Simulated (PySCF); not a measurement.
PdH at BLYP

Level: BLYP. H def2-TZVPP, Pd def2-TZVPP with ECP28; scalar-relativistic core potentials (PySCF 2.14).

```
state                                           : ²Σ⁺ (doublet), unpaired electrons σ ↑
bond length                                     : 1.541 Å
harmonic wavenumber                             : 2000 cm⁻¹
force constant                                  : 2.35 mdyn/Å
rotational constant Be                          : 7.114 cm⁻¹
anharmonicity ωexe                              : 40.3 cm⁻¹
vibration–rotation constant αe                  : 0.230 cm⁻¹
well depth De to H + Pd (4d10)                  : 2.77 eV
dissociation energy D0                          : 2.65 eV
bond order (Mayer)                              : 1.06
dipole moment (positive dipole means H(−)Pd(+)) : 1.69 D
```

The metal atom is held in its measured ground configuration; semilocal functionals can put another filling of s and d lower by some tenths of an eV, and De to that atom would be smaller. Spin–orbit coupling is left out. The state is the lowest single determinant that the PBE0 search found; with open d or f shells the true ground state can be another one.
